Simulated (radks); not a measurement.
Neutral beryllium inside a hard spherical wall (all orbitals vanish at R), configuration held at [He] 2s2 and not refilled when levels cross. All-electron calculation, scalar-relativistic Kohn-Sham, PBE, spin-polarised, spherical densities, point nucleus. Program: a radial shooting solver on a logarithmic mesh with Libxc functionals. Eigenvalues in eV for spin up, with the zero of energy where the potential of the charges vanishes at infinity; a dash marks a level that is unbound or too diffuse for the functional's potential to be trusted. A positive occupied level is held by the wall or, in an anion where self-interaction has pushed it up, behind a barrier. The pressure on the wall is -dE/dV.

R (bohr) = free: E (hartree) -14.63287; kinetic (hartree) 14.567; e(1s) -106.21; e(2s) -5.610; e(2p, empty) -2.018; e(3s, empty) -; pressure (GPa) 0
R (bohr) = 20: E (hartree) -14.63287; kinetic (hartree) 14.567; e(1s) -106.21; e(2s) -5.610; e(2p, empty) -2.018; e(3s, empty) -; pressure (GPa) < 0.0001
R (bohr) = 15: E (hartree) -14.63287; kinetic (hartree) 14.567; e(1s) -106.21; e(2s) -5.610; e(2p, empty) -2.018; e(3s, empty) 0.236; pressure (GPa) < 0.0001
R (bohr) = 10: E (hartree) -14.63273; kinetic (hartree) 14.568; e(1s) -106.19; e(2s) -5.596; e(2p, empty) -1.980; e(3s, empty) 1.368; pressure (GPa) 0.00409
R (bohr) = 7: E (hartree) -14.62743; kinetic (hartree) 14.606; e(1s) -105.78; e(2s) -5.325; e(2p, empty) -1.540; e(3s, empty) 5.259; pressure (GPa) 0.310
R (bohr) = 6: E (hartree) -14.61510; kinetic (hartree) 14.673; e(1s) -105.13; e(2s) -4.876; e(2p, empty) -0.926; e(3s, empty) 8.920; pressure (GPa) 1.36
R (bohr) = 5: E (hartree) -14.57515; kinetic (hartree) 14.846; e(1s) -103.69; e(2s) -3.745; e(2p, empty) 0.471; e(3s, empty) 16.041; pressure (GPa) 6.38
R (bohr) = 4: E (hartree) -14.44197; kinetic (hartree) 15.300; e(1s) -100.60; e(2s) -0.762; e(2p, empty) 3.761; e(3s, empty) 31.318; pressure (GPa) 34.1
R (bohr) = 2.5: E (hartree) -13.26032; kinetic (hartree) 18.224; e(1s) -87.836; e(2s) 19.846; e(2p, empty) 21.862; e(3s, empty) 112.15; pressure (GPa) 757
R (bohr) = 1.5: E (hartree) -7.09733; kinetic (hartree) 29.964; e(1s) -59.214; e(2s) 114.00; e(2p, empty) 84.264; e(3s, empty) 391.24; pressure (GPa) 15900
